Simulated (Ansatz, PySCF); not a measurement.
Cd(Me)2 (C2H6Cd), SMILES [CH3][Cd][CH3].

Geometry optimised at B3LYP-D3(BJ)/def2-SVP. The isomer is the one that the SMILES or the coordinates give; other isomers of the formula were not compared. The def2 effective core potentials stand for the cores of Cd; spin–orbit coupling is left out.

Vertical ionisation energy (IE) and electron affinity (EA) in eV. Rows of orbital energies are one-electron estimates. Where ΔSCF, EOM or ADC give a negative EA the extra electron is unbound and the value depends on the basis.

```tsv
level	IE	EA
−ε(HOMO), −ε(LUMO), ωB97X/def2-TZVPD (PySCF)	9.10	-1.61
−ε(HOMO), −ε(LUMO), PBE/def2-TZVPD (PySCF)	5.79	0.78
ΔSCF, CAM-B3LYP/def2-SVPD (Ansatz), final states of multiplicity 2 and 2	9.00	-1.29
ΔSCF, PBE/def2-SVPD (Ansatz), final states of multiplicity 2 and 2	8.78	-1.17
```

Question: What vertical singlet–triplet gap does ΔSCF give with CAM-B3LYP/def2-SVPD (Ansatz, a first-principles code) and with PBE/def2-SVPD (Ansatz)? (The exact figures need the calculation; the answer reports its results.)

Answer: 5.19 and 4.87 eV (triplet above singlet where positive).
